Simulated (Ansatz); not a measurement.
CH7BO2Si can be A, `OCOB[SiH3]`, or B, `B[SiH](O)OC`.

Gas-phase electronic energies from Ansatz, PBE0-D4/def2-TZVP geometries. CBS: MP2 limit from def2 TZ/QZ plus the TZ coupled-cluster correction, frozen cores. Functionals use def2-TZVPP. B3LYP here is the variant with VWN-RPA as its local correlation; programs differ in this. One conformer a species, not always the lowest.

A:

Z-matrix (Å, degrees):
```
C
O 1 1.419
O 1 1.384 2 112.0
H 1 1.093 2 105.6 3 122.8
H 1 1.092 2 110.0 3 -118.2
B 2 1.351 1 121.1 3 62.0
H 3 0.962 1 109.0 2 68.0
Si 6 2.034 2 125.5 1 0.1
H 6 1.201 2 114.3 1 -178.0
H 8 1.491 6 108.6 2 -97.3
H 8 1.491 6 109.7 2 145.8
H 8 1.490 6 115.0 2 24.0
```

B:

```xyz
12

B    -1.272    0.345   -1.890
Si    0.298    0.223   -0.640
O     0.998    1.698   -0.391
O    -0.367   -0.435    0.711
C     0.365   -0.993    1.779
H    -2.138    1.147   -1.684
H    -1.404   -0.354   -2.851
H     1.453   -0.616   -1.060
H     0.408    2.425   -0.185
H     1.244   -1.541    1.422
H    -0.282   -1.686    2.319
H     0.698   -0.213    2.471
```

**Question.** Which isomer does CCSD(T)/CBS put lower? Give the gap. (An estimate is asked.)

**Answer.** The calculation gave: B, by 97.5 kJ/mol.

**Question.** Give E(B) − E(A) in kJ/mol with HF/def2-TZVPP, PBE0-D4, B2PLYP, ωB97M-V, B3LYP-D4, CCSD/def2-TZVPP, B3LYP. (Best estimate.)

**Answer.** Ansatz gave: HF/def2-TZVPP -114.8, PBE0-D4 -78.8, B2PLYP -96.2, ωB97M-V -89.8, B3LYP-D4 -90.1, CCSD/def2-TZVPP -96.2, B3LYP -91.7. None reverses the order clearly.

Largest T1 diagnostic: 0.014.

In def2-TZVPP, CCSD(T) changes the Hartree–Fock value by +24.1 kJ/mol (the triples alone add +5.6 kJ/mol) and MP2 by +13.5 kJ/mol. From PBE to PBE0 (25 % exact exchange), in def2-TZVPP and without D4, E(B) − E(A) moves by −10.1 kJ/mol.
